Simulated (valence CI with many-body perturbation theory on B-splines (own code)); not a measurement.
How close is CI+MBPT for Mg VII?

Computed by configuration interaction combined with many-body perturbation theory (CI+MBPT): four valence electrons over a frozen Dirac-Fock core [He], radial functions for each j: 11 s, 11 p, 10 d, 8 f, 5 g, 2 h, with the one-electron correlation potential Σ1 (screened to all orders), the two-electron term Σ2, the three-electron term Σ3, Breit, model QED; selected single and double excitations, second order for the rest, scaled by the run's own slope (own B-spline code, finite nucleus).

Against 63 measured levels this calculation errs by 196 cm⁻¹ on average and by 708 at most. These come from a selection out of NIST levels in Kelleher and Podobedova, J. Phys. Chem. Ref. Data 37, 267 (2008). Levels without a partner in it may be off by more. Among the levels kept, up to 1300 cm⁻¹ of a level comes from second order outside the variational space, and about a tenth of that is noise between levels of different J, which matters for small intervals. 3 measured levels below the end of the list, from 1357170 cm⁻¹ on, found no clear computed partner, and computed levels of the same name lie up to 108233 cm⁻¹ from them.

Measured levels: NIST levels in Kelleher and Podobedova, J. Phys. Chem. Ref. Data 37, 267 (2008). Pairs share parity and J, and are chosen by configuration, term and nearness in energy; levels without a clear partner are left out. Energies in cm⁻¹ above the measured ground level.

Names give the largest LS component (configuration and term), which can be under half, so a name can repeat, a term be missing and a line seem to break the LS rules; names also repeat where a configuration has a term twice. Letters in brackets count levels of one name in rising energy.

```tsv
Computed label	Label in the source	Measured	Computed	Difference
2s2 2p2 3P_0	2s2 2p2 3P	0	0.0	0
2s2 2p2 3P_1	2s2 2p2 3P	1107	1111.7	+5
2s2 2p2 3P_2	2s2 2p2 3P	2924	2926.7	+3
2s2 2p2 1D_2	2s2 2p2 1D	40948	41126.4	+178
2s2 2p2 1S_0	2s2 2p2 1S	85153	85450.8	+298
2s 2p3 5S°_2	2s 2p3 5S°	118100	117812.2	-288
2s 2p3 3D°_3	2s 2p3 3D°	232853	232914.6	+62
2s 2p3 3D°_2	2s 2p3 3D°	232957	233027.7	+71
2s 2p3 3D°_1	2s 2p3 3D°	233024	233092.9	+69
2s 2p3 3P°_1	2s 2p3 3P°	274897	275083.6	+187
2s 2p3 3P°_2	2s 2p3 3P°	274904	275095.3	+191
2s 2p3 3P°_0	2s 2p3 3P°	274947	275134.0	+187
2s 2p3 1D°_2	2s 2p3 1D°	354401	354762.4	+361
2s 2p3 3S°_1	2s 2p3 3S°	362117	362436.1	+319
2s 2p3 1P°_1	2s 2p3 1P°	397153	397634.3	+481
2p4 3P_2	2p4 3P	542316	542488.7	+173
2p4 3P_1	2p4 3P	544393	544563.8	+171
2p4 3P_0	2p4 3P	545264	545439.6	+176
2p4 1D_2	2p4 1D	576280	576566.1	+286
2p4 1S_0	2p4 1S	658440	658932.0	+492
2s2 2p 3s 3P°_0	2p 3s 3P°	1047610	1047484.4	-126
2s2 2p 3s 3P°_1	2p 3s 3P°	1048400	1048370.2	-30
2s2 2p 3s 3P°_2	2p 3s 3P°	1050890	1050720.4	-170
2s2 2p 3s 1P°_1	2p 3s 1P°	1061030	1060946.9	-83
2s2 2p 3p 3P_0	2s2 2p 3p 3P	1123740	1123641.3	-99
2s2 2p 3p 3P_1	2s2 2p 3p 3P	1124940	1124604.4	-336
2s2 2p 3p 3P_2	2s2 2p 3p 3P	1125840	1125660.0	-180
2s2 2p 3d 3F°_2	2p 3d 3F°	1178750	1178713.3	-37
2s 2p2 3s 5P_2	2s 2p2(4P) 3s 5P	1179960	1179590.2	-370
2s 2p2 3s 5P_3	2s 2p2(4P) 3s 5P	1181440	1181065.7	-374
2s2 2p 3d 3D°_1	2p 3d 3D°	1191750	1191675.3	-75
2s2 2p 3d 3D°_2	2p 3d 3D°	1192170	1192084.8	-85
2s2 2p 3d 3D°_3	2p 3d 3D°	1193050	1192994.5	-56
2s2 2p 3d 3P°_2	2p 3d 3P°	1196750	1196656.8	-93
2s2 2p 3d 3P°_1	2p 3d 3P°	1197450	1197400.0	-50
2s2 2p 3d 3P°_0	2p 3d 3P°	1197850	1197797.4	-53
2s 2p2 3s 3P_0 [a]	2s 2p2(4P) 3s 3P	1211160	1210844.0	-316
2s2 2p 3d 1F°_3	2p 3d 1F°	1211810	1211852.6	+43
2s 2p2 3s 3P_1 [a]	2s 2p2(4P) 3s 3P	1212030	1211752.1	-278
2s2 2p 3d 1P°_1	2p 3d 1P°	1212800	1212853.5	+53
2s 2p2 3s 3P_2 [a]	2s 2p2(4P) 3s 3P	1213670	1213371.5	-299
2s 2p2 3p 3S°_1 [a]	2s 2p2(4P) 3p 3S°	1235310	1234996.7	-313
2s 2p2 3p 3D°_2 [a]	2s 2p2(4P) 3p 3D°	1264810	1264553.3	-257
2s 2p2 3p 3D°_3 [a]	2s 2p2(4P) 3p 3D°	1266060	1265802.1	-258
2s 2p2 3s 3D_3	2s 2p2(2D) 3s 3D	1285190	1285244.2	+54
2s 2p2 3s 1D_2	2s 2p2(2D) 3s 1D	1305300	1305271.5	-29
2s 2p2 3d 5P_3	2s 2p2(4P) 3d 5P	1322700	1322356.0	-344
2s 2p2 3d 5P_2	2s 2p2(4P) 3d 5P	1323370	1323029.8	-340
2s 2p2 3d 5P_1	2s 2p2(4P) 3d 5P	1323790	1323448.3	-342
2s 2p2 3d 3P_2 [a]	2s 2p2(4P) 3d 3P	1324960	1324701.8	-258
2s 2p2 3d 3P_1 [a]	2s 2p2(4P) 3d 3P	1326020	1325776.2	-244
2s 2p2 3d 3P_0 [a]	2s 2p2(4P) 3d 3P	1326550	1326317.1	-233
2s 2p2 3d 3F_2 [a]	2s 2p2(4P) 3d 3F	1333170	1333006.7	-163
2s 2p2 3d 3F_3 [a]	2s 2p2(4P) 3d 3F	1334100	1333927.7	-172
2s 2p2 3d 3F_4 [a]	2s 2p2(4P) 3d 3F	1335320	1335156.9	-163
2s 2p2 3d 3D_1 [a]	2s 2p2(4P) 3d 3D	1350640	1350514.8	-125
2s 2p2 3d 3D_2 [a]	2s 2p2(4P) 3d 3D	1350930	1350806.9	-123
2s 2p2 3d 3D_3 [a]	2s 2p2(4P) 3d 3D	1351340	1351237.5	-103
2s 2p2 3d 3D_2 [b]	2s 2p2(2D) 3d 3D	1422020	1422006.5	-13
2s 2p2 3d 3D_3 [b]	2s 2p2(2D) 3d 3D	1422600	1422133.4	-467
```

The table shows the lowest 60 pairs. Over 63 excited levels the mean absolute difference is 196 cm⁻¹, the median 173 and the largest 708. The comparison draws on a selection of the measured levels: 64 of the 192 computed ones have a partner in it, and others may be off by more.

These 3 measured levels below the end of the computed list are not counted above. Beside each stands the unpaired computed level of its name, or else the nearest of its J and parity; the gap is either an error of the method or a doubtful assignment.

| Label in the source | J | Measured | Unpaired level | Computed |
| --- | --- | --- | --- | --- |
| 2s2 2p 4d 1D° | 2 | 1357170 | 2s2 2p 4d 1D°_2 | 1465403 |
| 2s 2p2(2D) 3d 3S | 1 | 1437260 | 2s 2p2 3d 3S_1 | 1435734 |
| 2s 2p2(2D) 3d 1F | 3 | 1438340 | 2s 2p2 3d 1F_3 | 1422214 |
